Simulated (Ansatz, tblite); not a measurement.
Cost and result up the ladder for (H3Sn)2Se (Sn2H6Se) (9 atoms). The state is a singlet with charge 0. Geometry: PBE0-D4/def2-SVP.

```
atom   x (Å)   y (Å)   z (Å)
 Sn1  -0.242   1.413   1.232
  H2   0.525   2.494   0.144
  H3  -1.280   2.251   2.300
  H4   0.943   0.519   2.091
 Se5  -1.737  -0.194  -0.057
 Sn6   0.156  -1.421  -1.236
  H7   1.163  -2.175  -0.071
  H8   1.075  -0.308  -2.163
  H9  -0.603  -2.579  -2.240
```

Ansatz on 4 threads of Arm Neoverse V2 on a shared host; xTB runs through tblite on one thread. Times are rough, summed over both states, and most runs start from the orbitals of an earlier one. PBE0-D4/def2-TZVP serves as the yardstick here, not as an exact answer. The other state is a doublet.

In the def2 sets Sn takes a core potential; there is no spin–orbit coupling. The xTB rows come from tblite.

Raw xTB energies of ions are shifted by several eV.

| level | functions | wall time | vertical IE (eV) | difference from PBE0-D4/def2-TZVP (eV) |
| --- | --- | --- | --- | --- |
| GFN2-xTB | 33 | 0.006 s | 13.21 | 4.58 |
| GFN1-xTB | 39 | 0.009 s | 13.67 | 5.03 |
| PBE-D4/def2-TZVP | 184 | 5.5 s | 8.52 | -0.12 |
| PBE0-D4/def2-TZVP (with forces) | 184 | 11 s | 8.63 | 0.00 |
| r2SCAN-D4/def2-TZVP | 184 | 12 s | 8.60 | -0.03 |
